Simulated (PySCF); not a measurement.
**What builds the third ionisation energy along group 15**

All values are computed (PySCF 2.14, energy differences of UHF-based or UKS calculations, no spin-orbit coupling). Each column adds one step, in eV (sums use unrounded values): valence MP2, valence CCSD, valence triples, then the next inner shell at CCSD(T) (N 1s, As 3s 3p 3d, Sb 4s 4p 4d, Bi 5s 5p 5d). References (NIST) marked * lie between the lowest fine-structure levels; the others compare directly ((s) semi-empirical, (t) theoretical).

| element | UHF | + MP2 | + CCSD | + (T) | + inner shell | sum | reference |
| --- | --- | --- | --- | --- | --- | --- | --- |
| N [He] 2s2 2p1 → [He] 2s2 (aug-cc-pwCVDZ, non-relativistic) | 47.154 | 0.024 | -0.259 | 0.016 | 0.023 | 46.959 | 47.445 (s) * |
| As [Ar] 3d10 4s2 4p1 → [Ar] 3d10 4s2 (aug-cc-pwCVDZ-PP with ECP10MDF, ECP) | 27.462 | 0.193 | 0.092 | 0.014 | 0.101 | 27.862 | 28.349 ± 0.012 * |
| Sb [Kr] 4d10 5s2 5p1 → [Kr] 4d10 5s2 (aug-cc-pwCVDZ-PP with ECP28MDF, ECP) | 24.117 | 0.162 | 0.078 | 0.012 | 0.094 | 24.461 | 25.323 * |
| Bi [Xe] 4f14 5d10 6s2 6p1 → [Xe] 4f14 5d10 6s2 (aug-cc-pwCVDZ-PP with ECP60MDF, ECP) | 23.017 | 0.151 | 0.057 | 0.007 | 0.100 | 23.332 | 25.571 * |

Double-zeta sets recover only part of the correlation energy.

What remains against the references is mostly basis incompleteness and, for starred values, spin-orbit coupling.

What share of the correlation contribution for Bi comes from the inner shell?

The four steps add to 0.315 eV, of which the inner shell gives 0.100 eV, or 32 %.
